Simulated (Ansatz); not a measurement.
Geometry optimisation, Ansatz 0.2.0, RHF/cc-pVDZ.

The input (input.yaml):

```yaml
crystal:
  periodic: [false, false, false]
  atoms:
    - { symbol: Si, position_ang: [0.464037, -0.323282, -0.525707] }
    - { symbol: "N", position_ang: [-0.366976, -0.413911, 2.388527] }
    - { symbol: H, position_ang: [-0.777834, -0.979298, 3.119755] }
    - { symbol: H, position_ang: [-0.30084, 0.52083, 2.769085] }
    - { symbol: H, position_ang: [0.930843, -0.49495, -1.913293] }
    - { symbol: H, position_ang: [0.369714, 1.103443, -0.153876] }
    - { symbol: O, position_ang: [-0.942421, -1.156339, -0.368063] }
    - { symbol: H, position_ang: [-1.283663, -1.101871, 0.519368] }
    - { symbol: F, position_ang: [1.616998, -0.946676, 0.423499] }
    - { symbol: H, position_ang: [0.60164, -0.744145, 2.279705] }
basis:
  gaussian: { orbitals: cc-pVDZ }
hamiltonian:
  xc: hf
relax:
  f_tol: 0.03
  max_steps: 50
```

Run as:

```bash
$ ansatz run input.yaml --threads 1 --pin off --max-ram 2048MiB --backend cpu --events-out ev --progress --plain --runs-dir out
```

**Question.** Where does it end, and by what steps?

**Answer.** The run converged. After 23 steps the energy has fallen by 0.146 eV; F9 moved furthest, 0.87 Å.

```csv
step,energy less start (eV),largest force component (eV/Å),accepted
0,0.0000,0.932,yes
1,-0.0799,0.379,yes
2,-0.0992,0.166,yes
3,-0.1101,0.564,yes
4,-0.1132,0.720,yes
5,-0.0639,1.001,no
6,-0.1365,0.062,yes
7,-0.1408,0.067,yes
8,-0.1426,0.124,yes
9,-0.1437,0.073,yes
10,-0.1445,0.037,yes
11,-0.1448,0.047,yes
12,-0.1450,0.049,yes
13,-0.1451,0.038,yes
14,-0.1453,0.038,yes
15,-0.1453,0.059,yes
16,-0.1454,0.068,yes
17,-0.1456,0.039,yes
18,-0.1457,0.042,yes
19,-0.1459,0.067,yes
20,-0.1460,0.069,yes
21,-0.1461,0.059,yes
22,-0.1462,0.042,yes
23,-0.1462,0.026,yes
```

```xyz
10
Properties=species:S:1:pos:R:3
Si 0.599 -0.288 -0.936
N -0.561 -0.546 2.772
H -1.118 -1.238 3.249
H -0.846 0.349 3.138
H 0.503 -0.694 -2.348
H 0.688 1.179 -0.771
O -0.658 -0.946 -0.119
H -0.702 -0.800 0.830
F 2.015 -0.863 -0.350
H 0.390 -0.690 3.075
```

Whether the end is a true minimum wasn't checked by a vibrational analysis.

The run took 50 s on 1 thread of Arm Neoverse V1 (shared host), peak memory 0.16 GiB.
